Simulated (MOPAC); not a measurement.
Input for MOPAC: PM3 on GeH3NO (SMILES [NH2][Ge][OH]), a point of a torsion scan.

```
PM3 1SCF PRECISE CHARGE=0 THREADS=1
GeH3NO

N     -1.08019291 1    -0.04463818 1     0.18626316 1
Ge     0.40559646 1    -1.01602089 1     0.63603951 1
O      1.62159723 1    -0.10346784 1    -0.29942068 1
H     -2.01270651 1    -0.25106836 1     0.50784249 1
H     -1.10758935 1     0.75973440 1    -0.42333316 1
H      1.84698699 1     0.81818930 1    -0.21904360 1
```

Program output:

```
*******************************************************************************
 **                                                                           **
 **                              MOPAC v23.2.5                                **
 **                                                                           **
 *******************************************************************************
 ** MOPAC's Digital Object Identifier: https://doi.org/10.5281/zenodo.6511958 **
 **                                                                           **
 ** Please cite the open-source release paper for use of this MOPAC version:  **
 ** J. E. Moussa and J. J. P. Stewart (2026)                                  **
 ** MOPAC: An open-source semiempirical molecular orbital program             **
 ** J. Open Source Softw., 11(119), 8025, https://doi.org/10.21105/joss.08025 **
 *******************************************************************************

                              PM3 CALCULATION RESULTS

 *******************************************************************************
 *  PM3        - The PM3 Hamiltonian to be used
 *
 *
 *
 *                 CHARGE ON SYSTEM = 0
 *
 *
 *
 *  PRECISE    - TIGHTER CRITERIA TO BE USED
 *  1SCF       - DO 1 SCF AND THEN STOP
 *  THREADS=1  - MULTI-THREADING NOT USED
 *  T=         - A TIME OF 172800.0 SECONDS REQUESTED
 *  DUMP=N     - RESTART FILE WRITTEN EVERY 7200.0 SECONDS REQUESTED
 *******************************************************************************
PM3 1SCF PRECISE CHARGE=0 THREADS=1
 GeH3NO

   ATOM   CHEMICAL          X               Y               Z
  NUMBER   SYMBOL      (ANGSTROMS)     (ANGSTROMS)     (ANGSTROMS)

     1       N         -1.08019291  *  -0.04463818  *   0.18626316  *
     2      Ge          0.40559646  *  -1.01602089  *   0.63603951  *
     3       O          1.62159723  *  -0.10346784  *  -0.29942068  *
     4       H         -2.01270651  *  -0.25106836  *   0.50784249  *
     5       H         -1.10758935  *   0.75973440  *  -0.42333316  *
     6       H          1.84698699  *   0.81818930  *  -0.21904360  *



          CARTESIAN COORDINATES

    NO.       ATOM           X           Y           Z

     1         N         -1.0802     -0.0446      0.1863
     2        Ge          0.4056     -1.0160      0.6360
     3         O          1.6216     -0.1035     -0.2994
     4         H         -2.0127     -0.2511      0.5078
     5         H         -1.1076      0.7597     -0.4233
     6         H          1.8470      0.8182     -0.2190

  H: (PM3): J. J. P. STEWART, J. COMP. CHEM. 10, 209 (1989).
  N: (PM3): J. J. P. STEWART, J. COMP. CHEM. 10, 209 (1989).
  O: (PM3): J. J. P. STEWART, J. COMP. CHEM. 10, 209 (1989).
 Ge: (PM3): J. J. P. STEWART, J. COMP. CHEM. 12, 320-341 (1991).

           Empirical Formula: H3 N O Ge  =     6 atoms



      MOLECULAR POINT GROUP   :   C1


      RHF CALCULATION, NO. OF DOUBLY OCCUPIED LEVELS = 9


 -------------------------------------------------------------------------------
 PM3 1SCF PRECISE CHARGE=0 THREADS=1
 GeH3NO



     1SCF WAS SPECIFIED, SO BFGS WAS NOT USED
     SCF FIELD WAS ACHIEVED


                              PM3 CALCULATION
                                                       MOPAC v23.2.5 Linux




          FINAL HEAT OF FORMATION =        -57.09787 KCAL/MOL =    -238.89748 KJ/MOL


          COSMO AREA              =         99.06 SQUARE ANGSTROMS
          COSMO VOLUME            =         85.65 CUBIC ANGSTROMS

          IONIZATION POTENTIAL    =          9.093784 EV
          HOMO LUMO ENERGIES (EV) =         -9.094 -0.031
          NO. OF FILLED LEVELS    =          9
          MOLECULAR WEIGHT        =        105.6198         POINT GROUP:  C1

          MOLECULAR DIMENSIONS (Angstroms)

            Atom       Atom       Distance
            H     6    H     4     4.07049
            H     5   Ge     2     2.44094
            O     3    H     6     0.55343


          SCF CALCULATIONS        =          1





   ATOM   CHEMICAL          X               Y               Z
  NUMBER   SYMBOL      (ANGSTROMS)     (ANGSTROMS)     (ANGSTROMS)

     1       N         -1.08019291  *  -0.04463818  *   0.18626316  *
     2      Ge          0.40559646  *  -1.01602089  *   0.63603951  *
     3       O          1.62159723  *  -0.10346784  *  -0.29942068  *
     4       H         -2.01270651  *  -0.25106836  *   0.50784249  *
     5       H         -1.10758935  *   0.75973440  *  -0.42333316  *
     6       H          1.84698699  *   0.81818930  *  -0.21904360  *

                             CARTESIAN COORDINATES

   1    N       -1.080192910    -0.044638180     0.186263160
   2   Ge        0.405596460    -1.016020890     0.636039510
   3    O        1.621597230    -0.103467840    -0.299420680
   4    H       -2.012706510    -0.251068360     0.507842490
   5    H       -1.107589350     0.759734400    -0.423333160
   6    H        1.846986990     0.818189300    -0.219043600


           Empirical Formula: H3 N O Ge  =     6 atoms



      MOLECULAR POINT GROUP   :   C1


                  EIGENVALUES
 -34.74696 -27.35121 -16.77276 -14.90406 -14.47991 -12.01329 -11.21677  -9.53783
  -9.09378  -0.03053   1.43688   2.25220   4.89285   5.79462   6.03691


              NET ATOMIC CHARGES AND DIPOLE CONTRIBUTIONS

  ATOM NO.   TYPE          CHARGE      No. of ELECS.   s-Pop       p-Pop
    1          N          -0.355979        5.3560     1.44452     3.91146
    2         Ge           0.690520        3.3095     1.75940     1.55008
    3          O          -0.625593        6.6256     1.76594     4.85965
    4          H           0.049233        0.9508     0.95077
    5          H           0.037739        0.9623     0.96226
    6          H           0.204080        0.7959     0.79592
 DIPOLE           X         Y         Z       TOTAL
 POINT-CHG.    -0.547    -2.102     2.519     3.327
 HYBRID        -0.793     3.380    -1.697     3.865
 SUM           -1.339     1.278     0.822     2.026


          ATOMIC ORBITAL ELECTRON POPULATIONS

     Atom    s        px        py        pz
    1  N   1.44452   1.11294   1.31609   1.48244
    2 Ge   1.75940   0.45417   0.66172   0.43419
    3  O   1.76594   1.76482   1.30054   1.79429
    4  H   0.95077
    5  H   0.96226
    6  H   0.79592

 **********************
 *                    *
 * JOB ENDED NORMALLY *
 *                    *
 **********************




 == MOPAC DONE ==
```

The run finished.

Cost: roughly 0.020 core-seconds.
